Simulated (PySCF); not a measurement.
**P (phosphorus, neutral): M06-L calculation**

Configuration: [Ne] 3s2 3p2 4s1, 4s spin antiparallel (an excited configuration). Computed with PySCF 2.14 in aug-cc-pCVTZ-DK with one added diffuse shell each of s, p, d, f type (9s8p6d4f, 91 functions), with scalar relativity by spin-free X2C-1e.

| Item | Value |
| --- | --- |
| Total energy | -341.8089 hartree |
| One-electron energy | -469.6195 hartree |
| Hartree (Coulomb) energy | 150.8561 hartree |
| Exchange-correlation energy | -23.0455 hartree |
| ⟨S²⟩ | 1.7549 |
| ⟨L²⟩ | 2.034 |
| Sum of ⟨r⟩ | 18.33 bohr |
| Sum of ⟨r²⟩ | 64.56 bohr² |
| Traceless quadrupole moment −½Σ⟨3z² − r²⟩ along its main axis | -0.299 e·bohr² |
| Langevin diamagnetic susceptibility | -51.1 ×10⁻⁶ cm³/mol |
| Time after the integrals | roughly 23 core-seconds |

```csv
shell,electrons,mean orbital energy (hartree),spread (hartree),"rms radius, mean of both spins (bohr)"
1s α,1,-77.21370,0,0.120
1s β,1,-77.20296,0,0.120
2s α,1,-6.79971,0,0.563
2s β,1,-6.79276,0,0.563
2p α,3,-4.87960,0.00986,0.542
2p β,3,-4.86678,0.01984,0.542
3s α,1,-0.72671,0,1.94
3s β,1,-0.62734,0,1.94
3p α,2,-0.38389,0,2.32
4s β,1,-0.07412,0,6.62
```

The outer electron is Rydberg-like, and this basis confines it to a smaller radius and binds it less than a complete one would. With the s spin flipped the determinant is a mixture of two multiplicities, not a spectroscopic state.

Densities and radii are taken from the X2C orbitals without a picture-change correction, which distorts them close to the nucleus.
